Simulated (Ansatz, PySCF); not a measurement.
ClFGeH2O2, SMILES [OH][Ge]([F])([OH])[Cl].

Geometry optimised at B3LYP-D3(BJ)/def2-SVP. This is a generated structure with no PubChem entry under its InChIKey; it may be hypothetical. Other conformers were not sampled.

Vertical ionisation energy (IE) and electron affinity (EA) in eV. Rows of orbital energies are one-electron estimates. Where ΔSCF, EOM or ADC give a negative EA the extra electron is unbound and the value depends on the basis.

```csv
level,IE,EA
"−ε(HOMO), −ε(LUMO), CAM-B3LYP/def2-TZVP (PySCF)",11.11,0.17
"−ε(HOMO), −ε(LUMO), PBE/def2-TZVP (PySCF)",8.05,2.18
"ΔSCF, PBE0/def2-SVPD (Ansatz), final states of multiplicity 2 and 2",…,…
"ΔSCF, PBE/def2-SVPD (Ansatz), final states of multiplicity 2 and 2",11.37,0.10
```

Complete the blanks. (An estimate is asked for; the answer gives what the named calculation found.)


- ΔSCF, PBE0/def2-SVPD (Ansatz, a program for electronic structure), final states of multiplicity 2 and 2, IE: 12.09
- ΔSCF, PBE0/def2-SVPD (Ansatz), final states of multiplicity 2 and 2, EA: -0.14

What vertical singlet–triplet gap does ΔSCF give with PBE0/def2-SVPD (Ansatz) and with PBE/def2-SVPD (Ansatz)? (Estimate from the structure and the level; the computed values follow.)

6.61 and 5.79 eV (triplet above singlet where positive).
